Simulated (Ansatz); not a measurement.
`[SiH3][GaH][Cl]` and `[CH3][GaH][SiH3]` differ in one atom or group.

Ansatz, PBE0-D4/def2-TZVP geometries, multiplicity 1. 

Scalar relativity is left out up to krypton.

```json
{"property": "HOMO–LUMO gap (ωB97M-V/def2-TZVPP) / eV", "`[SiH3][GaH][Cl]`": "9.49"}
{"property": "HOMO energy (ωB97M-V/def2-TZVPP) / eV", "`[SiH3][GaH][Cl]`": "-9.88"}
{"property": "HOMO–LUMO gap (PBE0/def2-TZVPP) / eV", "`[SiH3][GaH][Cl]`": "5.71"}
{"property": "HOMO–LUMO gap (PBE/def2-TZVPP) / eV", "`[SiH3][GaH][Cl]`": "3.80"}
{"property": "size of the dipole moment (ωB97M-V/def2-TZVPP) / D", "`[SiH3][GaH][Cl]`": "2.14"}
{"property": "LUMO energy (PBE0/def2-TZVPP) / eV", "`[SiH3][GaH][Cl]`": "-2.13"}
```

**Question.** Give the same properties after the change, and the shifts. (Best estimate.)

**Answer.** Ansatz gave: 
| property | `[CH3][GaH][SiH3]` | shift |
| --- | --- | --- |
| HOMO–LUMO gap (ωB97M-V/def2-TZVPP) / eV | 9.28 | -0.21 |
| HOMO energy (ωB97M-V/def2-TZVPP) / eV | -9.36 | 0.52 |
| HOMO–LUMO gap (PBE0/def2-TZVPP) / eV | 5.56 | -0.15 |
| HOMO–LUMO gap (PBE/def2-TZVPP) / eV | 3.70 | -0.10 |
| size of the dipole moment (ωB97M-V/def2-TZVPP) / D | 0.84 | -1.30 |
| LUMO energy (PBE0/def2-TZVPP) / eV | -1.78 | 0.35 |

With PBE0 the HOMO rises by 0.50 eV and the LUMO rises by 0.35 eV, so the gap narrows by about 0.15 eV. PBE moves the HOMO by 0.42 eV and ωB97M-V by 0.52 eV. Dipoles are sizes alone; their direction can turn.
